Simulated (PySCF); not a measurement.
NICS in isomers of C9H7F3.

NICS = −σ at a ghost point: NICS(0) at the centroid of the ring atoms, NICS(1) 1 Å to either side along the normal of their mean plane, zz for the tensor component along that normal. Level: GIAO PBE0/pcSseg-1 (PySCF, non-relativistic, gas phase) on the GFN2-xTB geometries, one conformer each. Atom numbers follow the mapped SMILES.

**Question.** Order these rings by mean NICS(1)zz, lowest (most negative) first (ppm).
A. ring C4–C5–C6–C11 in `[CH2:1]=[CH:2]/[CH:3]=[C:4]1\[CH:5]=[C:6]([C:7]([F:8])([F:9])[F:10])[C:11]1=[CH2:12]`
B. ring C3–C4–C5–C6–C7–C8 in `[CH2:1]=[C:2]([c:3]1[cH:4][cH:5][cH:6][cH:7][cH:8]1)[C:9]([F:10])([F:11])[F:12]`
C. ring C2–C3–C4–C5–C6–C12 in `[CH3:1][c:2]1[cH:3][cH:4][cH:5][c:6]([C:7]([F:8])=[C:9]([F:10])[F:11])[cH:12]1`
D. ring C5–C6–C8–C10 in `[CH2:1]=[C:2]([F:3])/[CH:4]=[C:5]1/[C:6](=[CH2:7])[C:8]([F:9])=[C:10]1[CH2:11][F:12]`

**Answer.** B (-28.0), C (-26.4), D (2.3), A (3.7).

```json
{"SMILES": "C=C(c1ccccc1)C(F)(F)F", "ring": "6-membered carbocycle; formal bonds all aromatic", "NICS(0)": "-8.3", "NICS(1)": "-11.1", "NICS(1)zz": "-28.0", "HOMA": "0.99", "rms pucker (Å)": "0.00", "ring atoms with four or more neighbours": "0"}
{"SMILES": "Cc1cccc(C(F)=C(F)F)c1", "ring": "6-membered carbocycle; formal bonds all aromatic", "NICS(0)": "-8.1", "NICS(1)": "-10.8", "NICS(1)zz": "-26.4", "HOMA": "0.99", "rms pucker (Å)": "0.00", "ring atoms with four or more neighbours": "0"}
{"SMILES": "C=C(F)/C=C1/C(=C)C(F)=C1CF", "ring": "4-membered carbocycle; formal bonds 1 double, 3 single", "NICS(0)": "-2.9", "NICS(1)": "-3.2", "NICS(1)zz": "2.3", "HOMA": "-0.73", "rms pucker (Å)": "0.00", "ring atoms with four or more neighbours": "0"}
{"SMILES": "C=C/C=C1\\C=C(C(F)(F)F)C1=C", "ring": "4-membered carbocycle; formal bonds 1 double, 3 single", "NICS(0)": "3.3", "NICS(1)": "-2.4", "NICS(1)zz": "3.7", "HOMA": "-0.75", "rms pucker (Å)": "0.00", "ring atoms with four or more neighbours": "0"}
```

NICS(0) gives the same order. The isotropic NICS(1) gives the same order. Over the 4 rings with a HOMA value its correlation coefficient with NICS(1)zz is -1.00. HOMA uses Krygowski's 1993 parameters. NICS(1) and NICS(1)zz are means over the two faces.
